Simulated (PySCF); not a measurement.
C4H7BN2, SMILES CB1C=NCN=C1.

Geometry optimised at PBE0-D3(BJ)/def2-SVP. This is a generated structure with no PubChem entry under its InChIKey; it may be hypothetical. Other conformers were not sampled.

Vertical ionisation energy (IE) and electron affinity (EA) in eV. Rows of orbital energies are one-electron estimates. Where ΔSCF, EOM or ADC give a negative EA the extra electron is unbound and the value depends on the basis.

```
level                                           IE    EA
--------------------------------------------  ----  ----
−ε(HOMO), −ε(LUMO), M06-2X/def2-TZVP (PySCF)  7.88  1.54
−ε(HOMO), −ε(LUMO), PBE/def2-TZVP (PySCF)     5.11  3.34
```
